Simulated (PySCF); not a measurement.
**Structure revision by computed shifts**

A compound C6H11F gives the data below (simulated from a calculation) and was assigned the structure `C=C(CC)CCF`.

$^{13}$C{$^{1}$H} NMR (computed): δ 152.9 (CH), 119.2 (CH2), 95.4 (CH), 50.3 (CH), 21.1 (CH3), 13.7 (CH3).

$^{1}$H NMR (500 MHz, computed): δ 6.49 (m, 1H), 5.32 (m, 1H), 5.27 (m, 1H), 4.80 (m, 1H), 1.81 (m, 1H), 1.32 (m, 3H), 1.15 (d, 3H).

- GFN2-xTB structure
- shieldings: GIAO PBE0/pcSseg-1
- run in PySCF 2.14
- non-relativistic Hamiltonian, single conformer, isolated molecule, fast rotation and ring inversion assumed for equivalent nuclei

Scale: $^{1}$H (σref 31.72) and $^{13}$C (σref 186.93) vs TMS (reference shieldings calculated alike).

(1) Compare with the shifts computed for the proposed structure, pairing carbons in order of shift.

(2) Which isomer fits?

Answers

(1) Atom-mapped SMILES (the numbers label the heavy atoms): `[CH2:1]=[C:2]([CH2:3][CH3:4])[CH2:5][CH2:6][F:7]`. Each H is labelled by its parent atom.

| atom | computed for proposal | given list | difference |
| --- | --- | --- | --- |
| C2 | 161.8 | 152.9 | +8.9 |
| C1 | 116.5 | 119.2 | -2.7 |
| C6 | 89.4 | 95.4 | -6.0 |
| C5 | 40.4 | 50.3 | -9.9 |
| C3 | 34.4 | 21.1 | +13.3 |
| C4 | 15.7 | 13.7 | +2.0 |

The rms difference is 8.2 ppm and the largest +13.3 ppm at C3 (allylic sp3 CH2). The carbon types in order of shift don't match either: C, CH2, CH2, CH2, CH2, CH3 for the proposal against CH, CH2, CH, CH, CH3, CH3 in the data. The proposal doesn't fit.

(2) `C=C[C@@H](C)[C@@H](C)F`.

- Carbon types of the structure: 3 × CH, 1 × CH2, 2 × CH3, which accounts for all hydrogens.
- δC 152.9: alkene CH; an sp2 carbon of a C=C bond.
- δC 119.2: terminal =CH2 carbon; the olefinic region.
- δC 95.4: sp3 CH bonded to F; pulled downfield by the heteroatom.
- δH 6.49: hydrogen on an alkene CH; olefinic region.

The shifts were computed for this structure.

Splittings by $^{19}$F in the carbon and heteronuclear signals aren't shown, as no couplings were computed. Shifts are as computed. Against solution values, carbons near 30 ppm lie about +3 ppm off and those near 130 ppm about +5 ppm. Of 1211 compounds with measured shifts, 218 miss one by over three times the rms of a fit or turn the order of signals round; such compounds aren't used in these exercises. Multiplicities follow the n + 1 count of equivalent neighbours, as no J values were calculated; m marks all less simple cases, F and P coupling included.
